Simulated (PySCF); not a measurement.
bromine (Br2), SMILES BrBr. Geometry: B3LYP-D3(BJ)/def2-TZVP.

TDA-PBE0/def2-TZVPD (PySCF 2.14.0) puts the lowest singlet excitations at 2.82, 2.82, 4.91, 4.91, 7.70, 7.70 eV and the lowest triplet (TDA) at 2.02 eV.

**Question.** What are the lowest singlet roots from EOM-CCSD/aug-cc-pVDZ (PySCF)? (An estimate is asked for; the answer gives what the named calculation found.)

**Answer.** 2.97, 2.97, 5.03, 5.03, 8.05, 8.05 eV; triplets 2.28, 2.28, 4.56 eV. S1 differs by 0.16 eV (second minus first; roots are paired by order, and the bases may differ).
